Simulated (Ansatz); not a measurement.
A set of 12 reactions (atomization), with CCSD(T)/CBS values in kJ/mol:

| reaction | ΔE |
| --- | --- |
| `F[BH][GeH2][SH]` → B• + F• + Ge• + 4 H• + S• | 2527.9 |
| `CC[CH2][AlH][F]` → Al• + 3 C• + F• + 8 H• | 4932.0 |
| `CC[SeH]` → 2 C• + 6 H• + Se• | 3154.9 |
| `[F][Sn][O][SiH3]` → F• + 3 H• + O• + Si• + Sn• | 2366.7 |
| `FC1=C[SiH2]1` → 2 C• + F• + 3 H• + Si• | 2600.0 |
| `COC(O)(F)F` → 2 C• + 2 F• + 4 H• + 2 O• | 3967.1 |
| `C[SiH2]SP` → C• + 7 H• + P• + S• + Si• | 3526.0 |
| `[OH][AlH][Cl]` → Al• + Cl• + 2 H• + O• | 1686.5 |
| `C[NH][GaH2]` → C• + Ga• + 6 H• + N• | 2858.0 |
| `OC(S)O[SiH3]` → C• + 6 H• + 2 O• + S• + Si• | 3810.4 |
| `[SiH3][SiH2]Cl` → Cl• + 5 H• + 2 Si• | 2306.8 |
| `C=C[Si@@H](Cl)C[Si@@H](Cl)C=C` → 5 C• + 2 Cl• + 10 H• + 2 Si• | 7432.1 |

Calculated with Ansatz (gas phase, PBE0-D4/def2-TZVP geometries, no zero-point term in ΔE). CCSD(T)/CBS adds triple-zeta CCSD(T) − MP2 to the extrapolated MP2 energy (def2 sets, frozen cores). Small cases extrapolate CCSD(T) itself. DFT in def2-TZVPP. Open shells (•) are unrestricted, without spin–orbit coupling. Spin–orbit coupling would lower the free atoms: a little for Al, B, C, Cl, F, O, S, Si; clearly for Ga, Ge, Se; strongly for Sn. def2 core potentials past Kr. For Ga, Ge, Se, Sn outer-core shells are correlated without core-valence functions, so the limit isn't a true one: a few kJ/mol of doubt a bond, and 10 to 20 or more in all where bonds break to atoms. Scalar relativity is left out up to krypton. One conformer a species, not always the lowest.

Give the mean, mean absolute and largest difference (level minus CCSD(T)/CBS, kJ/mol) for: r2SCAN-D4, PBE0-D4, ωB97X-V, B2PLYP, PBE, r2SCAN, PBE0, MP2/def2-TZVPP, SCS-MP2/def2-TZVPP, CCSD/def2-TZVPP, CCSD(T)/def2-TZVPP, MP2/def2-QZVPP, SCS-MP2/def2-QZVPP, MP2/CBS(def2). (Best estimate.)

Computed: 
```
             level    mean  mean absolute  largest
         r2SCAN-D4     3.1           13.5    -30.6
           PBE0-D4   -14.8           27.1    -82.7
           ωB97X-V     9.0           13.8     37.2
            B2PLYP   -49.9           49.9    -99.3
               PBE    20.0           39.5    125.0
            r2SCAN    -2.1           12.8    -34.2
              PBE0   -32.5           35.0    -96.3
    MP2/def2-TZVPP   -43.3           46.9   -108.5
SCS-MP2/def2-TZVPP   -57.2           57.2   -117.7
   CCSD/def2-TZVPP  -142.7          142.7   -301.2
CCSD(T)/def2-TZVPP   -92.7           92.7   -188.6
    MP2/def2-QZVPP    11.7           32.2     86.8
SCS-MP2/def2-QZVPP     4.0           10.1     23.1
     MP2/CBS(def2)    49.2           52.4    132.7
```

The largest T1 diagnostic in the set is 0.018, for Al• (customary mark 0.045).

CCSD(T)/CBS is a level of theory with its own doubt, and the functionals carry their triple-zeta basis error, so these figures describe this set and don't rank the functionals.
